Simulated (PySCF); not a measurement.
# Magnetic susceptibility: `N#CC1=COC(=O)[SiH2]1`, C4H3NO2Si

Geometry:
```
atom   x (Å)   y (Å)   z (Å)
  N1   3.034  -0.045  -1.470
  C2   2.036   0.063  -0.914
  C3   0.797   0.133  -0.274
  C4   0.483   1.077   0.632
  O5  -0.730   1.097   1.223
  C6  -1.578   0.090   0.818
  O7  -2.677   0.014   1.281
 Si8  -0.686  -1.021  -0.499
  H9   1.127   1.877   0.969
 H10  -1.329  -0.912  -1.802
 H11  -0.471  -2.370   0.008
```

Theory: GIAO KT3/pcSseg-1 magnetisability, rotational g tensor and spin-rotation constants, non-relativistic, gas phase in PySCF 2.14.0. Geometry: GFN2-xTB.

Question: What are the magnetisability and the molar susceptibility?

Answer: Isotropic -893 × 10⁻³⁰ J/T², or -53.8 × 10⁻⁶ cm³/mol; principal values -1001, -901, -778 × 10⁻³⁰ J/T², anisotropy 193 × 10⁻³⁰ J/T² (root of half the summed squared differences of the principal values). The susceptibility is in cgs units.

Question: Split it along the inertial axes a, b, c into diamagnetic and paramagnetic parts about the centre of mass, with the quadrupole moment.

Answer: 
| axis | χ (10⁻⁶ cm³/mol) | diamagnetic (10⁻⁶ cm³/mol) | paramagnetic (10⁻⁶ cm³/mol) | summed x² of all electrons (Å²) | quadrupole Θ (D Å) |
| --- | --- | --- | --- | --- | --- |
| a | -53.5 | -359.0 | 305.5 | 232.8 | -28.93 |
| b | -47.6 | -1045.7 | 998.1 | 70.9 | +18.64 |
| c | -60.3 | -1288.6 | 1228.3 | 13.7 | +10.29 |

Anisotropies 2χaa − χbb − χcc = +0.8 and 2χbb − χaa − χcc = +18.6 × 10⁻⁶ cm³/mol. Θ is traceless in Buckingham's convention.

Question: And the rotational g tensor?

Answer: 
| axis | rotational constant (GHz) | g | nuclear part | electronic part |
| --- | --- | --- | --- | --- |
| a | 4.5029 | -0.0670 | 0.5792 | -0.6462 |
| b | 1.1592 | -0.0357 | 0.5079 | -0.5436 |
| c | 0.9324 | -0.0210 | 0.5170 | -0.5380 |

Asymmetric top; isotopes 12C, 1H, 14N, 16O, 28Si; no vibrational averaging.
